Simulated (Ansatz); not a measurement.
Consider the hydrogenolysis of a C–C bond: `C[CH2][Al]([F])[F]` + H₂ → `[CH3][Al]([F])[F]` + CH₄.

Program: Ansatz. Geometries: PBE0-D4/def2-TZVP. ΔE: electronic, gas phase. CCSD(T)/CBS adds triple-zeta CCSD(T) − MP2 to the extrapolated MP2 energy (def2 sets, frozen cores). This one scheme is used for every species. DFT in def2-TZVPP. Each species was taken in one conformer, which may not be the lowest.

`C[CH2][Al]([F])[F]`:

```xyz
10

C     1.236    0.282   -0.410
C     0.118    0.154    0.625
Al   -1.589   -0.473   -0.043
F    -1.837   -0.810   -1.634
F    -2.876   -0.696    0.956
H     2.162    0.644    0.045
H     0.971    0.977   -1.210
H     1.459   -0.676   -0.886
H     0.417   -0.519    1.437
H    -0.062    1.116    1.120
```

H₂:

Cartesian coordinates in Å:
```
H -0.241 0.256 0.125
H 0.241 -0.256 -0.125
```

`[CH3][Al]([F])[F]`:

Z-matrix (Å, degrees):
```
C
Al 1 1.926
H 1 1.091 2 111.8
H 1 1.093 2 110.6 3 120.9
H 1 1.093 2 110.6 3 -120.9
F 2 1.644 1 121.5 3 -179.9
F 2 1.644 1 122.4 3 0.1
```

CH₄:

Z-matrix (Å, degrees):
```
C
H 1 1.090
H 1 1.090 2 109.5
H 1 1.090 2 109.5 3 -120.0
H 1 1.090 2 109.5 3 120.0
```

CCSD(T)/CBS gives -86.3 kJ/mol.

Problem. Another level gave -82.5 kJ/mol. Which?
A. HF/def2-TZVPP
B. LDA (SPW92)/def2-TZVPP
C. BLYP/def2-TZVPP
D. r2SCAN/def2-TZVPP

Solution. B. LDA (SPW92) -82.5, r2SCAN -89.8, BLYP -94.7, HF/def2-TZVPP -103.6 kJ/mol.

Largest T1 diagnostic among the species: 0.012.

From BLYP to BHLYP (50 % exact exchange), in def2-TZVPP and without D4, ΔE moves by −3.3 kJ/mol. The D4 term adds +7.2 kJ/mol with B3LYP and +4.0 kJ/mol with PBE0; it sums over pairs of atoms, weighted by their polarisabilities, and B3LYP, whose exchange is more repulsive, gets the larger term.

B3LYP here is the variant with VWN-RPA as its local correlation; programs differ in this.
